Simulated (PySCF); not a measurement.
C6H15O, charge +1, singlet, geometry from GFN2-xTB; MP2/6-31G* (PySCF).

PySCF was given this input:
```python
from pyscf import gto, scf, mp

mol = gto.M(
    atom='''
C     1.51690442   -1.41971904   -0.24378573
C     1.40505215   -0.07373810    0.48414863
C     2.01623325    1.03976375   -0.36381501
C    -0.02692007    0.26556411    0.93788271
C    -1.05411537    0.38736354   -0.17379600
C    -2.37166067    0.98323651    0.26509911
O    -1.34287486   -1.02525699   -0.61158989
H     0.99879037   -2.21740868    0.29055638
H     1.20911345   -1.35273697   -1.29212350
H     2.56418651   -1.71381692   -0.27863193
H     1.99290782   -0.14922192    1.40299502
H     1.54026238    1.12375991   -1.33877963
H     3.07020753    0.83878908   -0.53175862
H     1.93627406    1.99739621    0.14226544
H     0.00382205    1.21808948    1.46647643
H    -0.37865578   -0.48306837    1.65105011
H    -0.64768996    0.92780748   -1.03290850
H    -2.77234369    0.44338393    1.11865954
H    -2.22326304    2.01889486    0.55474022
H    -3.10154716    0.96724142   -0.54110959
H    -1.90738052   -1.04673974   -1.40881562
H    -0.45464738   -1.46513842   -0.74429878
''',
    basis='6-31g*',
    charge=1,
    verbose=4,
)

mf = scf.RHF(mol)
mf.kernel()

pt = mp.MP2(mf, frozen=7)
pt.kernel()
print('E(MP2) = %.10f' % pt.e_tot)
```

It wrote (shortened):

```
PySCF version 2.14.0

[INPUT] verbose = 4
[INPUT] num. atoms = 22
[INPUT] num. electrons = 58
[INPUT] charge = 1
[INPUT] spin (= nelec alpha-beta = 2S) = 0
[INPUT] symmetry False subgroup None
[INPUT] Mole.unit = angstrom
[INPUT] Symbol           X                Y                Z      unit          X                Y                Z       unit  Magmom
[INPUT]  1 C      1.516904420000  -1.419719040000  -0.243785730000 AA    2.866533910942  -2.682880159430  -0.460688262777 Bohr   0.0
[INPUT]  2 C      1.405052150000  -0.073738100000   0.484148630000 AA    2.655163754231  -0.139344813946   0.914908314283 Bohr   0.0
[INPUT]  3 C      2.016233250000   1.039763750000  -0.363815010000 AA    3.810128645742   1.964868721751  -0.687510728906 Bohr   0.0
[INPUT]  4 C     -0.026920070000   0.265564110000   0.937882710000 AA   -0.050871559554   0.501843436414   1.772341458865 Bohr   0.0
[INPUT]  5 C     -1.054115370000   0.387363540000  -0.173796000000 AA   -1.991989352995   0.732011001242  -0.328426841545 Bohr   0.0
[INPUT]  6 C     -2.371660670000   0.983236510000   0.265099110000 AA   -4.481789126702   1.858047719573   0.500964713766 Bohr   0.0
[INPUT]  7 O     -1.342874860000  -1.025256990000  -0.611589890000 AA   -2.537665704964  -1.937454918396  -1.155737392653 Bohr   0.0
[INPUT]  8 H      0.998790370000  -2.217408680000   0.290556380000 AA    1.887440255153  -4.190295111433   0.549071981945 Bohr   0.0
[INPUT]  9 H      1.209113450000  -1.352736970000  -1.292123500000 AA    2.284893274028  -2.556302391874  -2.441759534114 Bohr   0.0
[INPUT] 10 H      2.564186510000  -1.713816920000  -0.278631930000 AA    4.845610236204  -3.238644606446  -0.526538037259 Bohr   0.0
[INPUT] 11 H      1.992907820000  -0.149221920000   1.402995020000 AA    3.766049971304  -0.281988560582   2.651276341929 Bohr   0.0
[INPUT] 12 H      1.540262380000   1.123759910000  -1.338779630000 AA    2.910674058171   2.123598459666  -2.529926841847 Bohr   0.0
[INPUT] 13 H      3.070207530000   0.838789080000  -0.531758620000 AA    5.801851377277   1.585081637476  -1.004878156177 Bohr   0.0
[INPUT] 14 H      1.936274060000   1.997396210000   0.142265440000 AA    3.659027675500   3.774531799144   0.268842718591 Bohr   0.0
[INPUT] 15 H      0.003822050000   1.218089480000   1.466476430000 AA    0.007222627734   2.301855512414   2.771238820830 Bohr   0.0
[INPUT] 16 H     -0.378655780000  -0.483068370000   1.651050110000 AA   -0.715555719684  -0.912866918740   3.120032525833 Bohr   0.0
[INPUT] 17 H     -0.647689960000   0.927807480000  -1.032908500000 AA   -1.223956638031   1.753302033523  -1.951914176735 Bohr   0.0
[INPUT] 18 H     -2.772343690000   0.443383930000   1.118659540000 AA   -5.238970297266   0.837874195733   2.113960157232 Bohr   0.0
[INPUT] 19 H     -2.223263040000   2.018894860000   0.554740220000 AA   -4.201358248468   3.815158359692   1.048307086081 Bohr   0.0
[INPUT] 20 H     -3.101547160000   0.967241420000  -0.541109590000 AA   -5.861074694823   1.827821380135  -1.022548928476 Bohr   0.0
[INPUT] 21 H     -1.907380520000  -1.046739740000  -1.408815620000 AA   -3.604426798130  -1.978051432298  -2.662275681809 Bohr   0.0
[INPUT] 22 H     -0.454647380000  -1.465138420000  -0.744298780000 AA   -0.859159031451  -2.768710348378  -1.406520849048 Bohr   0.0

nuclear repulsion = 350.979155105378
number of shells = 72
number of NR pGTOs = 249
number of NR cGTOs = 128
basis = 6-31g*
ecp = {}

******** <class 'pyscf.scf.hf.RHF'> ********
method = RHF
initial guess = minao
damping factor = 0
level_shift factor = 0
DIIS = <class 'pyscf.scf.diis.CDIIS'>
diis_start_cycle = 1
diis_space = 8
diis_damp = 0
SCF conv_tol = 1e-09
SCF conv_tol_grad = None
SCF max_cycles = 50
direct_scf = True
direct_scf_tol = 1e-13
Set gradient conv threshold to 3.16228e-05
Initial guess from minao.
init E= -312.100819030683
  HOMO = -0.313798023069691  LUMO = 0.091782243465405  gap/eV = 11.03640
cycle= 1 E= -310.41643076215  delta_E= 1.68  |g|= 0.571  |ddm|= 3.65
  HOMO = -0.634623697361233  LUMO = -0.0719420868041953  gap/eV = 15.31135
cycle= 2 E= -310.518057163042  delta_E= -0.102  |g|= 0.195  |ddm|= 0.857
  HOMO = -0.601737792847  LUMO = -0.0239425784528371  gap/eV = 15.72261
cycle= 3 E= -310.527772363829  delta_E= -0.00972  |g|= 0.0631  |ddm|= 0.213
  HOMO = -0.613153576204208  LUMO = -0.0221046680738834  gap/eV = 16.08326
cycle= 4 E= -310.529045701668  delta_E= -0.00127  |g|= 0.00792  |ddm|= 0.0887
  HOMO = -0.61276994686251  LUMO = -0.0231144755515165  gap/eV = 16.04534
cycle= 5 E= -310.529074461659  delta_E= -2.88e-05  |g|= 0.00239  |ddm|= 0.0141
  HOMO = -0.613143458483525  LUMO = -0.0228998085733902  gap/eV = 16.06135
cycle= 6 E= -310.529077562727  delta_E= -3.1e-06  |g|= 0.00086  |ddm|= 0.00504
  HOMO = -0.613090106186733  LUMO = -0.022872366664846  gap/eV = 16.06064
cycle= 7 E= -310.529077923458  delta_E= -3.61e-07  |g|= 0.000274  |ddm|= 0.00163
  HOMO = -0.613097592987462  LUMO = -0.0228283449929676  gap/eV = 16.06204
cycle= 8 E= -310.529077960072  delta_E= -3.66e-08  |g|= 6.88e-05  |ddm|= 0.000572
  HOMO = -0.613096097756642  LUMO = -0.0228290781602052  gap/eV = 16.06198
cycle= 9 E= -310.529077962029  delta_E= -1.96e-09  |g|= 2.13e-05  |ddm|= 0.000118
  HOMO = -0.613094991408579  LUMO = -0.0228276438636734  gap/eV = 16.06199
cycle= 10 E= -310.529077962222  delta_E= -1.93e-10  |g|= 6.02e-06  |ddm|= 3.76e-05
  HOMO = -0.613095307416944  LUMO = -0.0228282341856478  gap/eV = 16.06199
Extra cycle  E= -310.529077962241  delta_E= -1.89e-11  |g|= 2.82e-06  |ddm|= 1.01e-05
converged SCF energy = -310.529077962241

******** <class 'pyscf.mp.mp2.RMP2'> ********
nocc = 22, nmo = 121
frozen orbitals 7
E(RMP2) = -311.491933912893  E_corr = -0.96285595065163
E(SCS-RMP2) = -311.482438025748  E_corr = -0.953360063507008
E_corr(same-spin) = -0.233154319932632
E_corr(oppo-spin) = -0.729701630718998
E(MP2) = -311.4919339129
```
